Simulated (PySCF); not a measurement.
# What a mistake does to a calculation on B2ClGeH4

Calculated results; nothing here was measured. They come from PySCF 2.14.0, an open-source quantum chemistry program, on an isolated molecule that a program drew, which may never have been made. The molecule is B2ClGeH4 (charge 0, doublet), drawn as the SMILES string `ClB[B][GeH3]`.

Each row is a Hartree-Fock (HF) and frozen-core CCSD(T) single point in the cc-pV(D+d)Z basis, meant for a local HF minimum. Run 1 is clean. Each other run has one planted mistake out of seven kinds, and not every kind appears here: one electron removed, one electron added, multiplicity raised by two, geometry at a saddle point, minimal basis STO-3G, one bond length entered in bohr, all coordinates scaled. The reference is restricted for singlets and unrestricted otherwise, and also for a bond in bohr. Adding or removing an electron swaps singlet and doublet. Electrons count all cores. HOMO and LUMO are orbital energies over both spins, the gradient is its largest component, and the lowest frequency (negative if imaginary) is given only where the gradient is small. Bond lengths are over the 7 bonds as drawn. T1 is the CCSD diagnostic: over 0.02 (restricted) or 0.045 (unrestricted) a single reference is doubtful. Germanium has the cc-pVDZ-PP basis, with a core potential (ECP10MDF) in place of its 10 inner electrons, and its 3s, 3p and 3d shells are frozen in CCSD(T).

Geometry of the clean run:
```xyz
8
B2ClGeH4, angstrom
Cl   -4.1789   -0.9580   -1.8841
B    -2.6345   -0.4054   -2.5893
B    -1.3044   -0.3538   -1.6590
Ge    0.4113   -0.2566   -0.5190
H    -2.6382   -0.0880   -3.7418
H     0.8633   -1.6454   -0.0629
H     0.2042    0.6296    0.7110
H     1.4968    0.3590   -1.4081
```

| run | electrons | basis functions | <S^2> | HOMO (eV) | LUMO (eV) | gradient (hartree/bohr) | lowest frequency (cm^-1) | mean bond (Å) | longest bond (Å) | T1 | HF (hartree) | CCSD(T) (hartree) | mistake |
|---|---|---|---|---|---|---|---|---|---|---|---|---|---|
| 1 | 63 | 94 | 0.759 | -8.84 | 0.89 | 3.3e-05 | 35 | 1.6085 | 2.062 | 0.0166 | -804.53993 | -804.98368 | no fault |
| 2 | 64 | 94 | 0.000 | -1.18 | 6.77 | 6.0e-02 | - | 1.6085 | 2.062 | 0.0156 | -804.54161 | -805.02341 | one electron added |
| 3 | 63 | 94 | 1.443 | -8.95 | 0.55 | 2.3e-02 | - | 1.7604 | 2.259 | 0.0605 | -804.41951 | -804.86846 | one bond length entered in bohr |
| 4 | 63 | 94 | 3.764 | -8.32 | -2.27 | 5.4e-02 | - | 1.6085 | 2.062 | 0.0344 | -804.40761 | -804.86126 | multiplicity raised by two |
| 5 | 62 | 94 | 0.000 | -16.93 | -6.61 | 7.2e-02 | - | 1.6085 | 2.062 | 0.0234 | -804.25695 | -804.69308 | ? |

**Which mistake was planted in run 5, and what did it cost?**

It counts 62 electrons, one fewer than the clean run, at the same geometry and basis. So the mistake is: one electron removed. Subtracting run 1 and multiplying by 627.51 kcal/mol a hartree, the energy moved by 177.6 kcal/mol in HF and 182.4 kcal/mol in CCSD(T).

Cautions from the logs. Run 3: T1 is over the limit, so its CCSD(T) energy is less reliable; run 5: T1 is over the limit, so its CCSD(T) energy is less reliable.
